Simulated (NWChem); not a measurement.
System: C$_{3}$H$_{7}$NS; SMILES N1(CSC1)C

```xyz
12

C     -0.1678    -2.1174     0.0000
N      0.3601    -0.7841     0.0000
C      0.0200     0.0916    -1.1031
S     -0.0242     1.5580     0.0000
C      0.0200     0.0916     1.1031
H      0.1916    -2.6632    -0.8864
H      0.1916    -2.6632     0.8864
H     -1.2810    -2.1553     0.0000
H      0.7760     0.1479    -1.9049
H     -0.9742    -0.1101    -1.5553
H     -0.9742    -0.1101     1.5553
H      0.7760     0.1479     1.9049
```
Atoms are numbered in this order, from 1.

Results from NWChem. The geometry was optimised at PBE0/def2-SVP. Not confirmed as a minimum by frequencies. GIAO values for the isolated, static molecule; σ is the absolute isotropic shielding, δ = σ(reference) − σ with the isolated reference molecule computed at the same levels (13C: tetramethylsilane, 1H: tetramethylsilane, 15N: ammonia).

Task: What does the run give for PBE/pcSseg-1? Quantities: δ C1 (ppm); δ N2 (ppm); δ C3 (ppm); σ S4 (ppm); δ H6 (rotor mean) (ppm); δ H9 (ppm); δ H10 (ppm).

Result: 
| Quantity | Result |
|---|---|
| δ C1 (ppm) | 44.8 |
| δ N2 (ppm) | 45.9 |
| δ C3 (ppm) | 65.3 |
| σ S4 (ppm) | 506.6 |
| δ H6 (rotor mean) (ppm) | 2.04 |
| δ H9 (ppm) | 4.43 |
| δ H10 (ppm) | 4.15 |
